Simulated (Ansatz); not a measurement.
A search over several starts for the lowest SCF solution of Cd₂O₂⁺ at the given spin, in a small basis.

```yaml
crystal:
  periodic: [false, false, false]
  atoms:
    - {symbol: Cd, position_ang: [-0.275918, -1.457390, -1.060331]}
    - {symbol: Cd, position_ang: [-0.911667, 1.394286, -0.741391]}
    - {symbol: O, position_ang: [0.738153, -0.615892, 0.828511]}
    - {symbol: O, position_ang: [0.449431, 0.678996, 0.973221]}
basis:
  gaussian: {orbitals: def2-SVP}
total_charge: 1
magnetization: {spin_polarized: true, initial_magnetization: 1}
hamiltonian: {xc: pbe0, dispersion: d4}
output: {orbitals: {seedname: orbitals}}
```

```sh
$ ansatz run in.yaml --threads 4 --pin off --events-out ev --progress --plain --max-ram 3916MiB
```

Shortened log:

```
Functional definition: PBE0
916 factors; integrals over basis functions are off by at most 1.0e-3 eV
mean field evaluation 1: about -13134.9373 eV, gradient 1.0e2 eV
mean field evaluation 2: about -12257.5513 eV, gradient 2.7e2 eV
mean field evaluation 4: about -13203.7336 eV, gradient 5.1e0 eV
mean field evaluation 8: about -13203.8686 eV, gradient 2.7e-1 eV
mean field evaluation 16: about -13204.0286 eV, gradient 7.9e-3 eV
mean field evaluation 32: about -13203.3648 eV, gradient 5.1e0 eV
mean field -13204.02857763 eV, -485.2391002160 hartree, gradient 4.5e-5 eV, S^2 0.828701; 6 other end points of the search recorded, 0 dependent functions left out
reference -13204.02860973 eV, -485.2391013955 hartree; 28, 27 occupied and 62, 63 virtual orbitals, 916 factors
Total energy: -13204.11485465 eV, -485.2422708377 hartree
```

Run time 3.5 s (4 threads of Arm Neoverse V1 on a shared host).

In the def2 sets Cd takes a core potential; there is no spin–orbit coupling. The structure holds 1 bond(s) between oxygen atoms. The charge 1 doublet is spin-contaminated (final ⟨S²⟩ up to 0.83, 0.75 for a pure state). Another isomer (singlet) lies 0.06 eV lower at r2SCAN-D4/def2-TZVP.
